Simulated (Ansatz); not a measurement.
A nudged elastic band was laid between two geometries of C$_{2}$H$_{8}$BClOSi (14 atoms, charge 0, multiplicity 1).

Method: Ansatz, RKS r2SCAN/6-31G.

* movable images: 5
* climbing image: yes
* spring: 5.0 eV/Å²
* optimiser: quadratic models (default)
* start path: through a guess of the saddle point
* force threshold: 0.03 eV/Å
* iteration limit: 26
* end points: relaxed

Initial state:

```xyz
14
Properties=species:S:1:pos:R:3
C -1.123 0.520 -1.166
C -0.332 0.159 0.082
Si 0.076 -1.725 0.240
Cl -1.482 0.580 1.631
B 0.841 1.146 0.457
O 1.980 0.588 0.989
H -0.500 0.313 -2.050
H -2.043 -0.068 -1.254
H -1.384 1.585 -1.177
H 1.079 -2.067 -0.830
H 0.618 -2.073 1.589
H -1.189 -2.494 -0.025
H 0.745 2.328 0.275
H 2.701 1.179 1.268
```

Final state:

```xyz
14
Properties=species:S:1:pos:R:3
C -0.757 0.592 -1.101
C -0.281 0.118 0.270
Si -0.073 -1.809 0.363
Cl -1.694 0.522 1.544
B 0.971 0.874 0.880
O 1.705 1.771 0.139
H 0.008 0.351 -1.856
H -1.687 0.100 -1.405
H -0.936 1.676 -1.111
H 1.035 -2.196 -0.583
H 0.278 -2.233 1.754
H -1.354 -2.448 -0.087
H 1.353 0.676 1.991
H 1.418 1.976 -0.772
```

Question: What changes between the two ends?

Answer: No bond is made or broken. The dihedral C2–B5–O6–H14 goes from -177 to 3°.

Question: What energy profile does the band end with?

Answer: The forces met the threshold. The highest image is number 4 of 0 to 6, 0.55 eV above the first end and 0.46 eV above the last; the last end lies 0.09 eV above the first. The profile has 2 maxima (images 1, 4) with wells between them (image 3): this band takes more than one step, which may be the mechanism or a detour left from its start path. A structure lower than the first end lies on the path between it and the top, so the climb from that side starts below the end, which may itself be a saddle point or a shallow side well. The dihedral C2–B5–O6–H14 jumps by 93° between images 3 and 4, so the path isn't resolved there. A vibrational analysis at the climbing image gives one clearly imaginary mode, 793i cm⁻¹: a first-order saddle point. Limits of this set-up: no polarisation functions.

```
image  path coordinate (Å)  energy (eV)  dihedral C2–B5–O6–H14 (°)
    0                 0.00         0.00                       -177
    1                 1.22         0.04                        177
    2                 2.44         0.03                       -179
    3                 3.66         0.00                       -177
    4                 4.88         0.55                        -84
    5                 5.91         0.10                          4
    6                 6.95         0.09                          3
```

Question: What is the geometry of the highest image?

Answer: 
```xyz
14
Properties=species:S:1:pos:R:3
C -0.896 0.581 -1.157
C -0.444 0.221 0.260
Si -0.030 -1.677 0.417
Cl -1.947 0.475 1.447
B 0.784 1.038 0.819
O 1.802 1.342 -0.039
H -0.042 0.475 -1.838
H -1.712 -0.062 -1.506
H -1.236 1.623 -1.200
H 1.100 -1.985 -0.535
H 0.405 -2.012 1.812
H -1.240 -2.472 0.030
H 0.834 1.393 1.962
H 2.609 1.030 -0.445
```

The band took 23 iterations and roughly 18 core-minutes.

Time of the run: 18 min on 1 thread of Arm Neoverse V1, with other jobs on the host, peak memory 0.16 GiB.
